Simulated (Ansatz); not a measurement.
Cartesian coordinates in Å:
```
B 1.488 1.305 -0.107
B 0.794 0.008 -0.831
C -0.473 -0.798 -0.399
C -1.207 -0.367 0.865
H 1.196 2.433 -0.396
H 2.362 1.191 0.710
H 1.344 -0.373 -1.839
H -0.165 -1.853 -0.332
H -1.153 -0.798 -1.265
H -1.562 0.664 0.782
H -2.075 -0.997 1.074
H -0.550 -0.416 1.738
```

The species carries charge 0 and has multiplicity 1.

(1) List the ωB97M-V/def2-TZVPP orbital energies in eV (the Gaussian-basis code of Ansatz). (Best estimate.)

Answers

(1) Ansatz gave: Occupied: -281.13, -281.02, -187.52, -187.30, -23.96, -20.21, -17.39, -14.91, -14.89, -14.24, -12.80, -12.23, -11.98, -11.19, -10.26. Lowest empty: 0.37, 0.93, 2.40, 3.14, 3.67, 3.87, 4.15, 4.20.
